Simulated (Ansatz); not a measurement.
`[SiH3]/C=[CH]/[GeH3]` and `[SiH3]/C=C/Br` differ in one atom or group.

Ansatz, PBE0-D4/def2-TZVP geometries, multiplicity 1. 

Scalar relativity is left out up to krypton. Spin–orbit coupling is left out; it splits and shifts lone-pair levels of the heavy atoms by tenths of an eV.

| property | `[SiH3]/C=[CH]/[GeH3]` |
| --- | --- |
| LUMO energy (ωB97M-V/def2-TZVPP) / eV | 1.26 |
| LUMO energy (B3LYP/def2-TZVPP) / eV | -1.02 |
| size of the dipole moment (PBE/def2-TZVPP) / D | 0.18 |
| size of the dipole moment (ωB97M-V/def2-TZVPP) / D | 0.22 |
| LUMO energy (PBE/def2-TZVPP) / eV | -1.81 |
| HOMO energy (ωB97M-V/def2-TZVPP) / eV | -10.19 |

Task: Give the same properties after the change, and the shifts. (Best estimate.)

Result: Ansatz gave: 
```
                                          property  `[SiH3]/C=C/Br`  shift
             LUMO energy (ωB97M-V/def2-TZVPP) / eV             1.26   0.00
               LUMO energy (B3LYP/def2-TZVPP) / eV            -1.03  -0.01
    size of the dipole moment (PBE/def2-TZVPP) / D             0.77   0.59
size of the dipole moment (ωB97M-V/def2-TZVPP) / D             0.90   0.68
                 LUMO energy (PBE/def2-TZVPP) / eV            -1.80   0.01
             HOMO energy (ωB97M-V/def2-TZVPP) / eV            -9.68   0.51
```

Dipoles are sizes alone; their direction can turn.

B3LYP here is the variant with VWN-RPA as its local correlation; programs differ in this.

Positive LUMOs are unbound, so they and the gaps depend on the basis.
